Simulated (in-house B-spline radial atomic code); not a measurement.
A calculation on the rhodium ion Rh⁺ (an excited or competing configuration): its settings, and results tabulated from the run. Computed with an all-electron radial atomic-structure program (B-spline basis): Dirac-Hartree-Fock, average of configuration, Fermi nucleus of rms radius 4.4945 fm.

Command:
```bash
python run_scf.py task.json out
```
Settings (nuclear radius in fm, mass in u):
```
Z                45
configuration    [Ar] 3d10 4s2 4p5 4d8 4f1
hamiltonian      dirac
method           hf
spin_polarised   False
nucleus          fermi
rms_radius       4.4945
atomic_mass      102.90549
speed_of_light   137.035999084
```

Output (hartree, bohr):
```
 radial grid: 81 intervals, B-splines of order 8, outer radius 60 bohr

 iter        energy (Eh)    residual
    1       -4770.389974    5.49e-01
    2       -4774.896280    3.13e-01
    3       -4779.789118    5.23e-02
    4       -4780.026182    1.28e-02
    5       -4780.038680    6.89e-03
    6       -4780.039928    1.83e-03
    7       -4780.040032    9.53e-05
    8       -4780.040033    2.05e-05
    9       -4780.040033    3.51e-06
   10       -4780.040033    1.97e-07

 total energy                     -4780.04003
 kinetic                            4984.1582
 electron-nucleus                 -11545.6983
 electron-electron                  1781.5001

 first-order corrections (not in the total)
   Gaunt                             3.4159
   retardation                      -0.3427
   frequency dependence             -0.0244
   self-energy                       2.3034
   Uehling                          -0.2769
   Wichmann-Kroll                    0.0047
   recoil                            0.0177

 orbital      occ     eigenvalue          <r>       <r^2>       <1/r>       r_max    small
 1s1/2      2.000      -859.2549     0.032618  0.00143731     47.0553     0.02118  2.71e-02
 2s1/2      2.000      -128.2194     0.141295   0.0236027      10.815      0.1197  5.65e-03
 2p1/2      2.000      -118.3843     0.120393   0.0178027     10.7567     0.09304  5.63e-03
 2p3/2      4.000      -113.0396     0.125217   0.0191313     10.1689     0.09708  5.42e-03
 3s1/2      2.000       -24.8373     0.388067    0.172359     3.76398      0.3505  1.57e-03
 3p1/2      2.000       -20.9340      0.38181    0.169537     3.65527      0.3381  1.50e-03
 3p3/2      4.000       -19.9830     0.392097    0.178604     3.51632      0.3474  1.45e-03
 3d3/2      4.000       -13.1440     0.367115     0.16083     3.33345      0.2903  1.33e-03
 3d5/2      6.000       -12.9590     0.370513    0.163674     3.29693       0.293  1.31e-03
 4s1/2      2.000        -4.3835     0.982146      1.0911     1.38876      0.8813  3.61e-04
 4p1/2      1.667        -3.1678      1.05668     1.27595     1.27704      0.9273  3.16e-04
 4p3/2      3.333        -3.0152      1.08363     1.34182     1.23786      0.9502  3.04e-04
 4d3/2      3.200        -1.0904      1.40746     2.35261    0.939915       1.116  1.86e-04
 4d5/2      4.800        -1.0724      1.42331     2.40629      0.9285       1.127  1.83e-04
 4f5/2      0.429        -0.1258      8.86868     87.6952    0.127755       7.894  3.49e-06
 4f7/2      0.571        -0.1258      8.86584      87.645    0.127813       7.892  3.50e-06
```

Run time, properties included: 1.6 s on 1 thread of Arm Neoverse V2, on a shared host.

For the Dirac Hamiltonian the kinetic term is c α·p + (β - 1)c².
